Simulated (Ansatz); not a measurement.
Complex (SMILES): Cl (HCl) with N#N (N2), atoms 1 to 2 the first; geometry from B3LYP-D3(BJ)/def2-TZVP, monomers rigid:
```xyz
4

Cl     1.0940     0.2553     0.1057
H     -0.1754     0.0770     0.1766
N     -3.5503    -0.4010     0.3596
N     -2.4723    -0.2486     0.3008
```

Basis-set convergence of the counterpoise-corrected interaction energy at CCSD(T) with Ansatz (an electronic-structure program). Cartesian d functions, on some or all atoms, in 6-31G**, 6-31+G*, 6-311G**, 6-311+G**; all else is spherical. Cores are frozen. No added dispersion term, no relativity. Functions are those of the species that has most. Reference: Hartree-Fock in aug-cc-pV(Q+d)Z plus the correlation part extrapolated as X^-3 from aug-cc-pV(T+d)Z and aug-cc-pV(Q+d)Z, -1.35 kcal/mol, itself unsure by roughly 0.02 kcal/mol (a third of the extrapolation step and of the last Hartree-Fock step). Deviations are taken from unrounded values. Cost is core time over that of 6-311+G**, rough, on shared machines of one kind; a dash marks a row that isn't timed (too short, read off another run, short of memory, by another algorithm or on other hardware).

```tsv
basis	functions	counterpoise-corrected interaction energy (kcal/mol)	minus reference (kcal/mol)	cost
STO-3G	20	-0.91	0.44	-
6-31G	33	-1.24	0.10	-
def2-SV(P)	48	-0.76	0.59	-
pcseg-1	51	-1.02	0.33	-
6-31G**	54	-0.91	0.44	-
6-31+G*	63	-0.65	0.69	0.5×
6-311G**	69	-1.04	0.31	0.6×
6-311+G**	81	-0.85	0.50	1×
aug-pcseg-1	82	-0.89	0.46	1×
6-311++G(2d,2p)	99	-0.97	0.38	2×
pcseg-2	108	-0.99	0.36	2×
def2-TZVPP	118	-1.07	0.28	2×
def2-TZVPD	129	-1.05	0.29	3×
jun-cc-pV(T+d)Z	140	-1.13	0.21	4×
def2-TZVPPD	142	-1.14	0.21	5×
aug-pcseg-2	165	-1.17	0.17	8×
aug-cc-pV(T+d)Z	170	-1.22	0.12	8×
cc-pV(Q+d)Z	204	-1.24	0.11	20×
```
